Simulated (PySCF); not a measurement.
RuO₄, SMILES [O]=[Ru](=[O])(=[O])=[O], multiplicity 1. Atoms are numbered in the order given.

```xyz
5

Ru     0.0000     0.0000     0.0000
O     -0.9707     0.9707    -0.9707
O      0.9707     0.9707     0.9707
O      0.9707    -0.9707    -0.9707
O     -0.9707    -0.9707     0.9707
```
Charge 0, spin multiplicity 1.

Coordinates come from a r2SCAN-D4/def2-SVP optimisation. The spin state was assumed, not searched. The isomer is the one that the SMILES or the coordinates give; other isomers of the formula were not compared. The def2 effective core potentials stand for the cores of Ru; spin–orbit coupling is left out.

Calculation: PBE0/def2-TZVPD in PySCF.

Mulliken values depend strongly on the basis, most of all with diffuse functions as here. ESP charges are fitted to the potential on shells at 1.4 to 2.0 van der Waals radii. Atomic charges (e):

```json
[
 {"atom": "Ru1", "Mulliken": "2.45", "ESP fit": "___"},
 {"atom": "O2", "Mulliken": "-0.61", "ESP fit": "___"},
 {"atom": "O3", "Mulliken": "-0.61", "ESP fit": "___"},
 {"atom": "O4", "Mulliken": "-0.61", "ESP fit": "___"},
 {"atom": "O5", "Mulliken": "-0.61", "ESP fit": "___"}
]
```

Question: What belongs in the gaps? (The exact figures need the calculation; the answer reports its results.)

Answer: 
- Ru1, ESP fit: 0.98
- O2, ESP fit: -0.25
- O3, ESP fit: -0.25
- O4, ESP fit: -0.25
- O5, ESP fit: -0.25
